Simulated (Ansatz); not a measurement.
Energy needed to pull apart CH₅BTe (SMILES B[Te]C), closed shell, into free ground-state atoms, from the structure below (displaced at random from a GFN2-xTB minimum); no zero-point or spin–orbit terms; open-shell atoms are treated unrestricted, in their ground-state multiplicity.

B1  (-0.692, 1.233, -1.089)
Te2  (-1.221, 0.294, 0.683)
C3  (0.523, -0.987, 0.877)
H4  (-1.397, 2.019, -1.539)
H5  (0.343, 0.971, -1.622)
H6  (1.442, -0.344, 0.760)
H7  (0.501, -1.726, 0.055)
H8  (0.537, -1.454, 1.842)
(Å)

Computed with Ansatz 0.2.0 (basis: def2-TZVPP); correlated methods freeze the cores. Filled d shells of the heavier atoms are correlated. Core potentials replace the inner electrons of the atoms past krypton. The def2 sets are not built for correlating such inner shells, so the correlated values are less sure here. B3LYP uses VWN-RPA correlation.

```
   method  atomization energy (kJ/mol)
   PBE-D4                         2667
r2SCAN-D4                         2636
  PBE0-D4                            ?
 B3LYP-D4                         2634
  LC-wPBE                         2589
  wB97M-V                         2618
       HF                         1963
      MP2                         2582
     CCSD                            ?
  CCSD(T)                         2567
```

Problem. What does PBE0-D4 give? (To be estimated.)

Solution. The calculation gives: 2632 kJ/mol, which is about 65 kJ/mol more than CCSD(T)/def2-TZVPP.

Problem. What does CCSD give? (An estimate is asked for; the value comes from the calculation.)

Solution. By the calculation: 2529 kJ/mol, which is about 38 kJ/mol less than CCSD(T)/def2-TZVPP.

In triple zeta the MP2 and coupled-cluster atomization energies are still short of their basis limit by a few kcal/mol a bond, whereas those of the functionals are nearly converged, so these differences are not deviations from converged CCSD(T).

T1 diagnostic: at most 0.015.

For scale, one of the runs: CCSD(T)/def2-TZVPP forces, 182 basis functions (an equivalent command: `ansatz run in.yaml --threads 4`). Hardware: 4 CPU threads, shared host. Wall time 3.4 min; peak host memory 3.9 GiB.
